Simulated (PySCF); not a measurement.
# Electronic structure of N (nitrogen, neutral) at the UHF level

Configuration: [He] 2s2 2p3, high-spin 4S determinant. Calculation: PySCF 2.14, in aug-cc-pVDZ (4s3p2d, 23 functions); the non-relativistic Hamiltonian (point nucleus).

| Property | Result |
| --- | --- |
| Total energy | -54.393183 hartree |
| One-electron energy | -73.9119 hartree |
| Hartree (Coulomb) energy | 26.1166 hartree |
| Exchange energy | -6.5979 hartree |
| Kinetic energy | 54.37259 hartree |
| ⟨S²⟩ | 3.7571 |
| ⟨L²⟩ | 0.000 |
| Sum of ⟨r⟩ | 7.370 bohr |
| Sum of ⟨r²⟩ | 12.17 bohr² |
| Density at the nucleus (Gaussians lack the cusp) | 197 bohr⁻³ |
| Spin density at the nucleus | 0.354 bohr⁻³ |
| Langevin diamagnetic susceptibility | -9.64 ×10⁻⁶ cm³/mol |
| Time after the integrals | 0.04 s of wall time on 1 thread of Neoverse-V2 (shared host) |

| shell | electrons | mean orbital energy (hartree) | rms radius, mean of both spins (bohr) |
| --- | --- | --- | --- |
| 1s α | 1 | -15.67967 | 0.265 |
| 1s β | 1 | -15.58766 | 0.265 |
| 2s α | 1 | -1.16501 | 1.48 |
| 2s β | 1 | -0.73053 | 1.48 |
| 2p α | 3 | -0.57053 | 1.59 |
